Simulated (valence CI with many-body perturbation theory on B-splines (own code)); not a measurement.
Forbidden lines of Co⁵⁺

Method: valence CI with perturbative core correlation (CI+MBPT): four valence electrons over a frozen Dirac-Fock core [Ar], radial functions for each j: 9 s, 9 p, 10 d, 8 f, 5 g, 3 h, 1 i, with the one-electron correlation potential Σ1 (screened to all orders), the two-electron term Σ2, the three-electron term Σ3, Breit, model QED; selected single and double excitations, second order for the rest, scaled by the run's own slope (own B-spline code, finite nucleus).

Set against measurement, 58 paired levels are off by 1734 cm⁻¹ on average, the worst by 4406. These come from a selection out of Sugar and Corliss, J. Phys. Chem. Ref. Data 10, 1097 (1981). Levels without a partner in it may be off by more, other configurations by 1,000 to 8,000 cm⁻¹. Only levels of the ground parity were solved; by the run's estimate the other parity begins above the list, which can be wrong where configurations are misplaced.

Lines 1 to 50 of 110 in falling wavelength, among levels below 316920 cm⁻¹, chosen from the decays that carry over 1 % of a level's rate. Wavelengths and rates use the calculated energies, so an error of 2000 cm⁻¹ moves a line at 13790 Å by 28 % and its rate by three times that or more. Electric multipoles are in the length gauge, E1 and E2 with the static RPA response of the core. Weak lines are less certain than strong ones. Lines between different terms over intervals too small for the method are left out, as are lines whose strength nearly cancels and 10 of this kind that miss the measured wavelength by over 7 %. Branching is blank where the lifetime is uncertain.

Letters in brackets count levels of one name in rising energy.

```csv
λ vac (Å),λ from measured levels,Upper,Lower,Type,A (s⁻¹),Branch %
4.930e+05,4.902e+05,3d4 5D_1,3d4 5D_0,M1,4.51e-04,100.0
2.621e+05,2.597e+05,3d4 5D_2,3d4 5D_1,M1,3.15e-03,100.0
2.409e+05,2.329e+05,3d4 3H_5,3d4 3H_4,M1,1.87e-03,96.5
2.393e+05,2.337e+05,3d4 3H_6,3d4 3H_5,M1,1.61e-03,98.6
1.885e+05,1.867e+05,3d4 5D_3,3d4 5D_2,M1,6.92e-03,100.0
1.536e+05,1.522e+05,3d4 5D_4,3d4 5D_3,M1,7.47e-03,100.0
78610,77200,3d4 3P_1 [a],3d4 3P_0 [a],M1,3.68e-02,1.3
49390,48910,3d4 3P_2 [a],3d4 3P_1 [a],M1,1.13e-01,6.2
13790,14140,3d4 1G_4 [a],3d4 3G_5,M1,6.67e-02,3.1
13160,13420,3d4 1G_4 [a],3d4 3G_4,M1,2.27e-02,1.1
12440,12660,3d4 1G_4 [a],3d4 3G_3,M1,1.30e-01,6.1
9477,9397,3d4 1D_2 [a],3d4 3D_1,M1,2.15e-01,7.8
9272,9189,3d4 1D_2 [a],3d4 3D_2,M1,4.67e-02,1.7
9194,9002,3d4 1G_4 [a],3d4 3F_4 [a],M1,6.82e-01,31.8
9172,8953,3d4 3D_3,3d4 3P_2 [a],M1,1.21e-01,8.2
9117,9039,3d4 1D_2 [a],3d4 3D_3,M1,2.47e-01,9.0
9057,8856,3d4 1G_4 [a],3d4 3F_3 [a],M1,2.63e-01,12.3
9021,8810,3d4 3D_2,3d4 3P_2 [a],M1,1.12e-01,8.9
8979,9201,3d4 3F_4 [b],3d4 1F_3,M1,2.23e-01,
8886,9095,3d4 3F_2 [b],3d4 1F_3,M1,4.13e-01,4.3
8835,8627,3d4 3D_1,3d4 3P_2 [a],M1,8.53e-02,5.4
8674,8848,3d4 3D_2,3d4 3F_2 [a],M1,4.06e-02,3.2
8501,8663,3d4 3D_1,3d4 3F_2 [a],M1,2.68e-02,1.7
7684,7371,3d4 1I_6,3d4 3H_6,M1,3.39e-01,56.3
7494,7333,3d4 3D_1,3d4 3P_1 [a],M1,2.87e-01,18.2
7445,7146,3d4 1I_6,3d4 3H_5,M1,2.63e-01,43.6
7268,7622,3d4 1G_4 [a],3d4 3H_5,M1,5.63e-01,26.3
7055,7380,3d4 1G_4 [a],3d4 3H_4,M1,4.02e-01,18.7
6842,6697,3d4 3D_1,3d4 3P_0 [a],M1,1.29e-01,8.2
5815,5913,3d4 1S_0 [a],3d4 3P_1 [a],M1,3.44e+00,100.0
5644,5533,3d4 1F_3,3d4 3D_2,M1,1.65e-01,
5630,5739,3d4 3P_2 [b],3d4 1D_2 [a],M1,3.99e-01,7.8
5586,5478,3d4 1F_3,3d4 3D_3,M1,3.77e-01,
5499,5499,3d4 3F_2 [b],3d4 1D_2 [a],M1,1.17e-01,1.2
5192,5344,3d4 1D_2 [a],3d4 3G_3,M1,5.40e-02,2.0
4572,4498,3d4 1D_2 [a],3d4 3P_2 [a],M1,5.02e-01,18.3
4491,4524,3d4 1D_2 [a],3d4 3F_3 [a],M1,1.02e+00,37.1
4481,4508,3d4 1D_2 [a],3d4 3F_2 [a],M1,4.88e-01,17.7
4185,4119,3d4 1D_2 [a],3d4 3P_1 [a],M1,1.66e-01,6.0
3921,3760,3d4 3H_4,3d4 5D_4,M1,1.15e-02,84.2
3882,3928,3d4 1F_3,3d4 3G_4,M1,3.72e-01,
3858,3700,3d4 3H_5,3d4 5D_4,M1,6.59e-05,3.4
3823,3669,3d4 3H_4,3d4 5D_3,M1,2.16e-03,15.7
3818,3860,3d4 1F_3,3d4 3G_3,M1,2.75e-01,
3797,3643,3d4 3H_6,3d4 5D_4,E2,2.33e-05,1.4
3663,3709,3d4 3P_0 [a],3d4 5D_1,M1,3.33e+00,100.0
3548,3588,3d4 3P_1 [a],3d4 5D_2,M1,2.52e+00,89.2
3532,3563,3d4 3P_2 [b],3d4 3D_1,E2,6.37e-02,1.3
3503,3533,3d4 3P_2 [b],3d4 3D_2,M1,2.89e-01,5.7
3503,3533,3d4 3P_2 [b],3d4 3D_2,E2,2.78e-01,5.5
```
